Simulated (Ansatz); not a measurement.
**Match the barriers**

Saddle point of BH2BrOF2, closed shell (BHOF₂ ([OH][B]([F])[F]) + HBr → BBrF₂ ([F][B]([F])[Br]) + H₂O (still joined by a long B–O bond); bonds formed: B1–Br6, O2–H5; bonds broken: H5–Br6; bonds weakened to dative contacts: B1–O2), PBE0-D4/def2-TZVP structure:

```xyz
7
angstrom
B -0.4953 0.4288 -0.2045
O 0.9676 0.3067 -0.0471
F -0.9754 0.0600 -1.3780
F -1.0560 1.3887 0.4916
H 0.7495 -0.6159 0.7026
Br -0.5703 -1.5330 1.2873
H 1.3799 -0.0354 -0.8520
```

Program: Ansatz 0.2.0. Basis: def2-TZVPP, with def2-QZVPP for the basis limit. Cores are frozen in the correlated methods. Filled d shells of the heavier atoms are correlated. The def2 sets are not built for correlating such inner shells, so the correlated values are less sure here. B3LYP uses VWN-RPA correlation. Extrapolation: Hartree–Fock as exp(−7.88 √X), correlation as X^−2.97. Four methods, as single points on the PBE0-D4 structures, gave these electronic barriers from the start structure: 0.781, 1.062, 1.202, 1.646 eV.

(1) The methods were, in alphabetical order, B3LYP-D4, BHLYP-D4, HF, PBE-D4. Which gave which? (Judge from chemistry; the calculation decides.)

T1 diagnostic: at most 0.011.

Results:

(1) The calculation gives: PBE-D4 0.781; B3LYP-D4 1.062; BHLYP-D4 1.202; HF 1.646 eV. For comparison, CCSD(T) at an estimated basis limit (MP2 extrapolated from triple and quadruple zeta, plus CCSD(T) − MP2 in triple zeta) gives 1.070 eV.

Labels in which every atom is bracketed show which atoms are joined, not bond orders.

For scale, one of the runs: CCSD(T)/def2-TZVPP, 200 basis functions, launched by `ansatz run in.yaml --threads 4 --pin off --events-out ev --progress --plain --max-ram 9574MiB`. The run took 5.1 min on 4 CPU threads of an AMD EPYC (shared host), with 2.8 GiB of host memory at its peak.
